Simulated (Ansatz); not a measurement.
The cluster Be4O3. The state is a singlet with charge 0. Geometry PBE0-D4/def2-SVP, basis def2-TZVP, Ansatz.

Cartesian coordinates in Å:
```
Be 0.035 1.388 0.712
Be -0.049 -1.854 0.622
Be -0.011 -0.266 1.985
Be -0.002 -0.157 -1.027
O -0.039 -1.597 -0.809
O 0.800 1.224 -0.740
O -0.733 1.263 -0.742
```

```tsv
run	HOMO (eV)	LUMO (eV)
A	-7.71	0.05
B	-7.42	-0.30
C	-5.22	-2.27
D	-4.84	-2.53
E	-5.61	-1.91
F	-4.73	-2.88
```

HSE06 is defined as in plane-wave codes, on full-range PBE exchange. The structure holds 1 bond(s) between oxygen atoms. Another isomer (singlet) lies 7.39 eV lower at PBE0-D4/def2-TZVP; other spin states weren't run for this one.

Problem. The runs used HSE06, PBE, PBE0, r2SCAN, ωB97M-V, ωB97X-V. Estimate which is which.

Solution. A ωB97X-V (range-separated); B ωB97M-V (range-separated); C HSE06 (range-separated); D r2SCAN (0 % exact exchange); E PBE0 (25 % exact exchange); F PBE (0 % exact exchange). Exact exchange lowers occupied and raises empty levels; among semilocal functionals meta-GGAs tend to open the gap a little, and such runs are hard to tell apart. The gap grows from 1.85 eV (PBE) to 7.76 eV (ωB97X-V). The restricted singlet is unstable towards broken spin symmetry in Hartree–Fock (as tested in another run); at ωB97X-V/def2-TZVP, ωB97M-V/def2-TZVP, HSE06-D4/def2-TZVP, r2SCAN-D4/def2-TZVP and others this wasn't settled.
